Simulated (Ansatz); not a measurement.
Pulling on the O3–H4 bond in GeH2O (SMILES [OH][GeH]) (multiplicity 1 held, fragments rigid). Energies count from the point at 0.963 Å.
Geometry at that point (charge 0, multiplicity 1):
```xyz
4

Ge    -0.2353    -0.2010     0.2473
H     -1.4109    -0.0317    -0.8587
O      1.0252     0.6808    -0.6889
H      0.7380     1.0157    -1.5451
```

U- levels take the lowest unrestricted solution at each point, which mixes spins at long bonds. Active spaces are followed from a long bond inwards. Curves can end on different states.

Frozen-core correlation. Filled d and f shells under p-block atoms count as core.

Programs: Ansatz (Gaussian basis) for Hartree–Fock, density functionals and correlated methods. Each number belongs to the level named beside it.

**Question.** Predict the energy at R = 3.082 Å from U-SCS-MP2/cc-pVDZ.

**Answer.** 4.78 eV

**Question.** Estimate the energy at R = 3.082 Å that FIC-MRCISD+Q on CASSCF(4,3)/cc-pVDZ returns for this input.

**Answer.** 4.50 eV

Doubts at one or more of the structures used: a spin-contaminated determinant (U-SCS-MP2/cc-pVDZ); active orbitals that take no part (FIC-MRCISD+Q on CASSCF(4,3)/cc-pVDZ).

Ansatz is a quantum-chemistry and plane-wave program.
